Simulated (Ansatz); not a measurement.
One change: `F/C=C/C(F)=C\F` becomes `F/C=C(\F)C(F)F`.

Ansatz, PBE0-D4/def2-TZVP geometries, multiplicity 1. Each molecule was computed in one conformer, which needn't be the lowest.

```tsv
property	`F/C=C/C(F)=C\F`
LUMO energy (ωB97M-V/def2-TZVPP) / eV	1.02
HOMO energy (PBE0/def2-TZVPP) / eV	-6.84
ideal-gas entropy at 298 K and 1 bar (rigid rotor, harmonic PBE0-D4/def2-TZVP) / J/(mol·K)	342
LUMO energy (PBE/def2-TZVPP) / eV	-1.94
size of the dipole moment (PBE/def2-TZVPP) / D	0.74
HOMO–LUMO gap (PBE0/def2-TZVPP) / eV	5.77
```

**Question.** Give the same properties after the change, and the shifts. (Estimate.)

**Answer.** Ansatz gave: 
| property | `F/C=C(\F)C(F)F` | shift |
| --- | --- | --- |
| LUMO energy (ωB97M-V/def2-TZVPP) / eV | 1.86 | 0.84 |
| HOMO energy (PBE0/def2-TZVPP) / eV | -8.04 | -1.20 |
| ideal-gas entropy at 298 K and 1 bar (rigid rotor, harmonic PBE0-D4/def2-TZVP) / J/(mol·K) | 342 | 0 |
| LUMO energy (PBE/def2-TZVPP) / eV | -1.32 | 0.62 |
| size of the dipole moment (PBE/def2-TZVPP) / D | 1.32 | 0.58 |
| HOMO–LUMO gap (PBE0/def2-TZVPP) / eV | 7.71 | 1.94 |

With PBE0 the HOMO falls by 1.20 eV and the LUMO rises by 0.74 eV, so the gap widens by about 1.94 eV. PBE moves the HOMO by -0.98 eV and ωB97M-V by -1.36 eV. The zero-point energy changes by -32.1 kJ/mol with -3 modes. Dipoles are sizes alone; their direction can turn.
